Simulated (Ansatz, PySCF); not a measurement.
System: GeF, charge 0, multiplicity 2. 
Geometry from a B3LYP-D3(BJ)/def2-TZVP (Ansatz, a first-principles code) optimisation:
```xyz
2

Ge     0.0000     0.0000    -0.3885
F      0.0000     0.0000     1.3814
```
Charge 0, spin multiplicity 2.

Quantity: vertical ionisation energy (to the singlet state of charge +1; each state is the SCF solution reached for its spin), in eV. Correlated levels leave the core frozen unless marked. UHF or UKS for open shells. No spin-orbit coupling. The frozen core is the preceding noble-gas configuration, with the filled d and f shells of earlier blocks. No relativistic terms. Basis-set limits of correlation are two-point, X^-3; Hartree-Fock from the larger set.

```
level                                 program  vertical ionisation energy (eV)
------------------------------------  -------  -------------------------------
SVWN5/def2-TZVPD                       Ansatz                             7.62
PBE/def2-TZVPD                         Ansatz                             7.50
r2SCAN/def2-TZVPD                      Ansatz                             7.71
B3LYP/def2-TZVPD                       Ansatz                             7.64
PBE0/def2-TZVPD                        Ansatz                             7.65
CAM-B3LYP/def2-TZVPD                   Ansatz                             7.70
wB97M-V/def2-TZVPD                     Ansatz                             7.50
wB97X-V/def2-TZVPD                     Ansatz                             7.55
CCSD/aug-cc-pVDZ                       Ansatz                             7.42
CCSD/def2-SVPD                         Ansatz                             7.44
CCSD/aug-cc-pVTZ                       Ansatz                             7.52
CCSD/def2-TZVPPD                       Ansatz                             7.49
CCSD/aug-cc-pVQZ                       Ansatz                             7.55
CCSD/def2-QZVPPD                       Ansatz                             7.54
CCSD/CBS(def2-TZVPPD,def2-QZVPPD)      Ansatz                             7.56
CCSD(T)/aug-cc-pVDZ                    Ansatz                             7.39
CCSD(T)/aug-cc-pVTZ                    Ansatz                             7.51
CCSD(T)/aug-cc-pVQZ                    Ansatz                             7.53
CCSD(T)/def2-QZVPPD                    Ansatz                             7.52
CCSD(T)/CBS(def2-TZVPPD,def2-QZVPPD)   Ansatz                             7.55
CCSD(T)/CBS(aug-cc-pVTZ,aug-cc-pVQZ)   Ansatz                             7.55
```

For comparison, minus the highest occupied orbital energy (PySCF): 5.55 eV at MN15/def2-TZVPD, 4.14 eV at TPSS/def2-TZVPD, 5.99 eV at M06-2X/def2-TZVPD.
